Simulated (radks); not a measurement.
Sn+, 49 electrons, occupied as [Kr] 4d10 5s2 5p1 (the NIST ground configuration).

Method: Dirac Kohn-Sham, PBE, spin-unpolarised, spherical densities, point nucleus; open shells fill j = l - 1/2 first; computed with a radial shooting solver on a logarithmic mesh with Libxc functionals.

Energy parts (eV):
| part | energy |
|---|---|
| total | -168132.692 |
| kinetic | 177046.264 |
| electron-nucleus | -407762.556 |
| Hartree | 67074.214 |
| exchange-correlation | -4490.613 |

Orbitals (lengths in bohr, moments of r in powers of bohr; <r^-3> diverges for s and p1/2):
orbital  occ.  eigenvalue (eV)      <r^4>  <r^-3>  small-component weight
1s1/2       2        -29003.03  3.406e-06       -                3.37e-02
2s1/2       2        -4383.752  0.0005913       -                7.14e-03
2p1/2       2        -4095.173  0.0003812       -                7.16e-03
2p3/2       4        -3864.534  0.0004481    4301                6.83e-03
3s1/2       2        -852.3157    0.02646       -                2.06e-03
3p1/2       2        -735.1220    0.02568       -                2.01e-03
3p3/2       4        -693.0060    0.02915   800.6                1.92e-03
3d3/2       4        -485.9614    0.02492   125.7                1.80e-03
3d5/2       6        -477.2686    0.02594   117.4                1.78e-03
4s1/2       2        -141.6469     0.8578       -                5.56e-04
4p1/2       2        -102.6971      1.139       -                4.95e-04
4p3/2       4         -95.1292      1.307   143.8                4.68e-04
4d3/2       4         -34.2500      3.660   15.49                3.22e-04
4d5/2       6         -33.2068      3.875   14.28                3.15e-04
5s1/2       2         -17.6968      56.92       -                7.74e-05
5p1/2       1         -10.5591      138.6       -                5.00e-05
5p3/2       0          -9.9927      160.3   10.71                4.64e-05

The highest occupied level is 5p1/2 at -10.559 eV. The density falls to 0.001 e/bohr^3 at r = 4.19 bohr.
